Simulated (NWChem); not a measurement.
CH₅BrOSi; SMILES CO[SiH2]Br

```xyz
9

Si     0.9788    -0.5675     0.0391
Br    -0.1475     1.3600    -0.0084
O      0.0283    -1.8143    -0.4678
C     -1.1615    -2.2486     0.1383
H      2.1108    -0.4787    -0.9118
H      1.4209    -0.7573     1.4499
H     -1.0054    -2.5335     1.1945
H     -1.5267    -3.1318    -0.4057
H     -1.9423    -1.4693     0.1005
```
Atoms are numbered in this order, from 1.

Geometry: optimised at PBE0/def2-SVP.

Spin-orbit effects, on the heavy nuclei and on their neighbours, are missing.

Question: Give the principal values of the shielding tensors (ppm) of Si1, Br2, O3, C4 from LDA (Slater exchange, VWN5)/pcSseg-1, GIAO (NWChem), with their diamagnetic and paramagnetic parts as GIAO splits them.

Answer: 
```tsv
atom	σ11	σ22	σ33	isotropic	diamagnetic	paramagnetic
Si1	266.0	306.4	379.4	317.3	881.2	-563.9
Br2	2121.6	2665.7	2768.6	2518.6	3124.6	-606.0
O3	178.9	307.1	367.1	284.4	395.6	-111.2
C4	94.4	101.7	181.9	126.0	247.5	-121.5
```
